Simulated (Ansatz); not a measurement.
`C[N](C)[Ta](=[NH])([N](C)C)[N](C)C`, relaxed with RKS PBE-D4/def2-SVP in Ansatz from a rough embedded geometry. The force threshold is 0.03 eV/Å; the program also tests the step.

Charge 0, multiplicity 1. Ta: def2 effective core potential.

Start:

```xyz
30

C     1.911    0.404   -1.659
N     1.346   -0.867   -1.260
C     2.355   -1.761   -0.648
Ta   -0.222   -0.422    0.310
N    -0.207   -1.855    1.627
N     0.353    1.507    1.264
C     1.298    1.208    2.307
C    -0.916    2.002    1.865
N    -2.140   -0.192   -0.638
C    -1.964    0.614   -1.855
C    -2.536   -1.558   -1.032
H     2.413    0.898   -0.735
H     2.802    0.215   -2.412
H     1.225    1.094   -2.043
H     2.719   -1.296    0.283
H     3.155   -1.970   -1.303
H     1.824   -2.723   -0.344
H    -0.847   -1.764    2.448
H     0.908    0.473    3.005
H     2.277    0.806    1.839
H     1.636    2.129    2.833
H    -1.378    1.246    2.474
H    -0.695    2.906    2.432
H    -1.598    2.245    1.037
H    -1.636    1.599   -1.565
H    -1.185    0.136   -2.518
H    -2.944    0.759   -2.408
H    -2.700   -2.164   -0.078
H    -1.770   -2.083   -1.657
H    -3.481   -1.591   -1.569
```

```json
{"step": "1", "energy (eV)": "-14019.2021", "largest force (eV/Å)": "3.119", "largest move (Å)": "0.000"}
{"step": "2", "energy (eV)": "-14021.1481", "largest force (eV/Å)": "1.120", "largest move (Å)": "0.195"}
{"step": "3", "energy (eV)": "-14021.7109", "largest force (eV/Å)": "1.178", "largest move (Å)": "0.195"}
{"step": "4", "energy (eV)": "-14022.0371", "largest force (eV/Å)": "1.808", "largest move (Å)": "0.195"}
{"step": "5", "energy (eV)": "-14022.3180", "largest force (eV/Å)": "0.620", "largest move (Å)": "0.200"}
{"step": "6", "energy (eV)": "-14022.4416", "largest force (eV/Å)": "0.373", "largest move (Å)": "0.200"}
{"step": "7", "energy (eV)": "-14022.5516", "largest force (eV/Å)": "0.157", "largest move (Å)": "0.200"}
{"step": "8", "energy (eV)": "-14022.6014", "largest force (eV/Å)": "0.077", "largest move (Å)": "0.200"}
{"step": "9", "energy (eV)": "-14022.6208", "largest force (eV/Å)": "0.056", "largest move (Å)": "0.200"}
{"step": "10 (rejected)", "energy (eV)": "-14022.6191", "largest force (eV/Å)": "0.270", "largest move (Å)": "0.152"}
{"step": "11", "energy (eV)": "-14022.6267", "largest force (eV/Å)": "0.059", "largest move (Å)": "0.073"}
{"step": "13", "energy (eV)": "-14022.6331", "largest force (eV/Å)": "0.048", "largest move (Å)": "0.067"}
{"step": "15", "energy (eV)": "-14022.6348", "largest force (eV/Å)": "0.020", "largest move (Å)": "0.040"}
{"step": "17", "energy (eV)": "-14022.6360", "largest force (eV/Å)": "0.032", "largest move (Å)": "0.059"}
{"step": "19", "energy (eV)": "-14022.6371", "largest force (eV/Å)": "0.091", "largest move (Å)": "0.163"}
{"step": "21", "energy (eV)": "-14022.6396", "largest force (eV/Å)": "0.047", "largest move (Å)": "0.048"}
{"step": "23", "energy (eV)": "-14022.6419", "largest force (eV/Å)": "0.062", "largest move (Å)": "0.062"}
{"step": "25", "energy (eV)": "-14022.6444", "largest force (eV/Å)": "0.053", "largest move (Å)": "0.149"}
{"step": "27", "energy (eV)": "-14022.6462", "largest force (eV/Å)": "0.067", "largest move (Å)": "0.048"}
{"step": "29", "energy (eV)": "-14022.6486", "largest force (eV/Å)": "0.168", "largest move (Å)": "0.169"}
{"step": "31 (rejected)", "energy (eV)": "-14022.6498", "largest force (eV/Å)": "0.263", "largest move (Å)": "0.046"}
{"step": "33", "energy (eV)": "-14022.6551", "largest force (eV/Å)": "0.077", "largest move (Å)": "0.098"}
{"step": "35 (rejected)", "energy (eV)": "-14022.6584", "largest force (eV/Å)": "0.263", "largest move (Å)": "0.196"}
{"step": "37", "energy (eV)": "-14022.6678", "largest force (eV/Å)": "0.068", "largest move (Å)": "0.099"}
{"step": "39 (rejected)", "energy (eV)": "-14022.6729", "largest force (eV/Å)": "0.160", "largest move (Å)": "0.148"}
{"step": "41", "energy (eV)": "-14022.6770", "largest force (eV/Å)": "0.049", "largest move (Å)": "0.098"}
{"step": "43", "energy (eV)": "-14022.6776", "largest force (eV/Å)": "0.025", "largest move (Å)": "0.010"}
```

End:

```xyz
30

C     2.043    0.734   -1.397
N     1.658   -0.531   -0.800
C     2.590   -1.599   -1.109
Ta    0.028   -0.609    0.396
N     0.104   -2.110    1.372
N     0.008    0.981    1.648
C     0.323    1.005    3.065
C    -0.433    2.272    1.154
N    -1.660   -0.643   -0.720
C    -1.775    0.239   -1.867
C    -2.804   -1.525   -0.579
H     3.056    1.067   -1.059
H     2.069    0.684   -2.514
H     1.335    1.547   -1.124
H     3.625   -1.360   -0.760
H     2.655   -1.784   -2.210
H     2.273   -2.541   -0.622
H     0.148   -2.958    1.937
H    -0.555    1.326    3.679
H     0.633   -0.001    3.408
H     1.154    1.718    3.290
H    -1.342    2.640    1.693
H     0.355    3.058    1.263
H    -0.702    2.227    0.075
H    -0.876    0.884   -1.978
H    -1.880   -0.330   -2.824
H    -2.659    0.919   -1.789
H    -2.671   -2.193    0.293
H    -2.949   -2.163   -1.486
H    -3.751   -0.950   -0.433
```

Run time 43 s (11 threads of an AMD EPYC 7R13 on a shared host and a whole NVIDIA H100 80 GB); peak host memory 0.97 GiB.
